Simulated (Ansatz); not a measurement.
A run for Ansatz (an electronic-structure program): U-r2SCAN/cc-pVTZ on FGaH2 (SMILES [F][GaH2]), a point of a bond scan (R = 1.770 Å).

Ansatz 0.2 input:
```yaml
crystal:
  periodic: [false, false, false]
  atoms:
    - {symbol: Ga, position_ang: [-0.15314797, -0.29827289, 0.09911006]}
    - {symbol: H, position_ang: [0.62376958, -1.05783376, 1.21321406]}
    - {symbol: H, position_ang: [-1.47626948, -0.60250567, -0.66151679]}
    - {symbol: F, position_ang: [0.62223187, 1.21186655, -0.40267879]}
basis:
  gaussian:
    orbitals: cc-pVTZ
hamiltonian:
  xc: {name: r2SCAN}
magnetization: {spin_polarized: true, initial_magnetization: 0}
```

Output:

```
WARN ansatz: RAYON_NUM_THREADS=1 ignored (pool sized by the plan → 1); use --threads N
Functional definition: r2SCAN
integrals: 0.03 GiB planned
629 factors; their error is unknown
mean field: 0.31 GiB planned
mean field evaluation 1: about -55125.7897 eV, gradient 3.2e1 eV
mean field evaluation 2: about -55101.5970 eV, gradient 9.2e1 eV
mean field evaluation 4: about -55128.7157 eV, gradient 4.7e0 eV
mean field evaluation 8: about -55128.7662 eV, gradient 2.1e-2 eV
mean field evaluation 16: about -55128.7501 eV, gradient 2.6e-5 eV
mean field -55128.75006886 eV, -2025.9441974216 hartree, gradient 2.6e-5 eV, S^2 0.000000; 0 other end points of the search recorded, 0 dependent functions left out
reference -55128.75008463 eV, -2025.9441980012 hartree; 21, 21 occupied and 80, 80 virtual orbitals, 629 factors
Total energy: -55128.75008463 eV, -2025.9441980012 hartree
```

The run converged.

Cost: around 6 core-seconds (rough).
